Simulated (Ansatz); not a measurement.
CH3BCl2 (`ClBCCl`) from Hartree–Fock to CCSD(T)

Z-matrix (Å, degrees):
```
C
B 1 1.562
Cl 1 1.803 2 96.5
H 1 1.088 2 116.8 3 -113.5
H 1 1.088 2 115.9 3 112.7
Cl 2 1.743 1 120.2 3 98.7
H 2 1.190 1 121.6 3 -79.1
```

The species carries charge 0 and has multiplicity 1. All single points use the PBE0-D4/def2-TZVP geometry. It is one conformer, not always the lowest. Frozen core, restricted reference, Ansatz 0.2.0. CBS rows extrapolate triple and quadruple zeta; past MP2 they add the triple-zeta difference.

```json
{"basis": "def2-SVP", "HF (Eh)": "-982.99497", "MP2 corr.": "-0.48929", "CCSD corr.": "-0.53578", "(T)": "-0.01412", "CCSD(T) total": "-983.54487"}
{"basis": "def2-TZVPP", "HF (Eh)": "-983.38128", "MP2 corr.": "-0.64918", "CCSD corr.": "-0.69864", "(T)": "-0.03012", "CCSD(T) total": "-984.11004"}
{"basis": "def2-QZVPP", "HF (Eh)": "-983.40950", "MP2 corr.": "-0.70551", "CCSD corr.": "–", "(T)": "–", "CCSD(T) total": "–"}
{"basis": "CBS(def2)", "HF (Eh)": "-983.41339", "MP2 corr.": "-0.74723", "CCSD corr.": "-0.79670", "(T)": "as TZ", "CCSD(T) total": "-984.24021"}
```
